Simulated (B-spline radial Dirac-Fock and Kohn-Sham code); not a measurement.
## What relativity does to the binding energies of Pm¹⁵⁺

System: the Pm¹⁵⁺ ion in the configuration [Kr] 4d10.

Both columns are ΔSCF binding energies of the configuration average from an atomic code on a B-spline grid: non-relativistic Hartree-Fock with a point nucleus, and Dirac-Fock with a finite nucleus and the Coulomb interaction alone, averaged over the two j levels with weights 2j+1.

```
shell  Hartree-Fock (eV)  Dirac-Fock (eV)  shift (eV)  shift (%)
   1s            43271.2          45698.0    +2426.82      +5.61
   2s             7167.3           7785.3     +618.01      +8.62
   2p             6798.3           6991.8     +193.45      +2.85
   3s             1846.8           1989.5     +142.74      +7.73
   3p             1684.2           1733.4      +49.12      +2.92
   3d             1384.6           1371.8      -12.79      -0.92
   4s              618.3            654.3      +35.99      +5.82
   4p              552.8            565.0      +12.16      +2.20
   4d              434.8            432.4       -2.39      -0.55
```

Relativity binds 1s, 2s, 2p, 3s, 3p, 4s, 4p more strongly, among those listed most of all 2s in relative terms, and 3d, 4d more weakly, because the contracted s and p shells screen the nucleus better.

Values without a named source are computed, but for edge energies of neutral atoms, which are taken from tables.
